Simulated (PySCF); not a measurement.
**Removing an electron from `COC(=O)c1ccon1`**

Compound: C5H5NO3.
Z-matrix (Å and degrees, PBE0-D3(BJ)/def2-SVP geometry), rows numbered from 1:
```
C 
O   1  1.4174
C   2  1.3260  1  115.70
O   3  1.2044  2  124.63  1    -0.40
C   3  1.4846  2  112.92  1   179.37
C   5  1.4226  3  124.98  2  -178.59
C   6  1.3586  5  102.48  3  -179.82
O   7  1.3383  6  109.80  5    -0.04
N   5  1.3127  3  123.24  2     1.62
H   1  1.0956  2  106.20  3  -178.78
H   1  1.1000  2  110.78  3    61.37
H   1  1.0999  2  110.77  3   -58.91
H   6  1.0856  5  127.57  3     0.22
H   7  1.0878  6  134.18  5  -179.99
```

Level: CAM-B3LYP/def2-SVPD (PySCF). Frontier orbitals with their largest atomic shares (Löwdin; up to four atoms above 4 %):

```tsv
orbital	ε (eV)	main atoms
HOMO−3	-10.62	O2 45 %, O4 24 %, C1 11 %, C3 7 %
HOMO−2	-10.42	C5 26 %, O8 26 %, N9 14 %, C6 13 %
HOMO−1	-10.15	O4 68 %, O2 11 %, C3 9 %, C5 6 %
HOMO	-9.56	?
LUMO	-0.46	N9 25 %, C5 16 %, C3 16 %, O4 15 %
LUMO+1	0.95	C7 28 %, C6 25 %, O8 10 %, C3 9 %
LUMO+2	1.22	C1 18 %, C3 15 %, C7 11 %, C6 10 %
```

**Question.** What vertical ionisation energy does ΔSCF give, and how far is −ε(HOMO) from it?

**Answer.** ΔSCF: 10.41 eV (1004 kJ/mol; threshold wavelength 119 nm); ⟨S²⟩ of the doublet left behind is 0.781, against 0.75 for a pure doublet. −ε(HOMO) is 9.56 eV, 0.85 eV below it. For the exact functional −ε(HOMO) would equal the first vertical ionisation energy; CAM-B3LYP (range-separated hybrid) falls short of its own ΔSCF value by 8 %.

**Question.** On which atoms does the HOMO lie?

**Answer.** C7 (aromatic CH next to a ring oxygen) 29 %, C6 (aromatic CH carbon) 26 %, N9 (pyridine-type nitrogen) 24 %, O8 (ring oxygen) 8 %, so no atom holds as much as 40 %. The HOMO−1 lies 0.59 eV lower.

**Question.** And the vertical electron affinity, the fundamental gap, Mulliken's electronegativity and the hardness (with the factor ½)?

**Answer.** EA = -0.25 eV by ΔSCF (−ε(LUMO) = 0.46 eV); a negative value means that the added electron isn't bound at this geometry and level, and the number then depends on the basis. IE − EA = 10.66 eV against an orbital gap of 9.10 eV; (IE + EA)/2 = 5.08 eV; (IE − EA)/2 = 5.33 eV. Parr's electrophilicity index (IE + EA)²/[8(IE − EA)] is 1.21 eV.

**Question.** Shift the occupied levels rigidly so that −ε(HOMO) equals the ΔSCF value. What binding energies result?

**Answer.** The shift is +0.85 eV: HOMO 10.41, HOMO−1 11.00, HOMO−2 11.27, HOMO−3 11.47 eV. A rigid shift is only a rough guide to the deeper ionisations.

**Question.** With α = 73.4 au, estimate the like-pair dispersion coefficient by London's formula C6 = (3/4)α²I.

**Answer.** I = 0.3825 Eh, so C6 ≈ 1550 au, a rough estimate.

**Question.** What total energies stand behind the ΔSCF value?

**Answer.** E(N) = -473.38936 Eh and E(N − 1) = -473.00685 Eh at the same geometry, 0.38251 Eh apart. With one more electron, E(N + 1) = -473.38034 Eh.

Geometry: PBE0-D3(BJ)/def2-SVP, one conformer, isolated molecule.
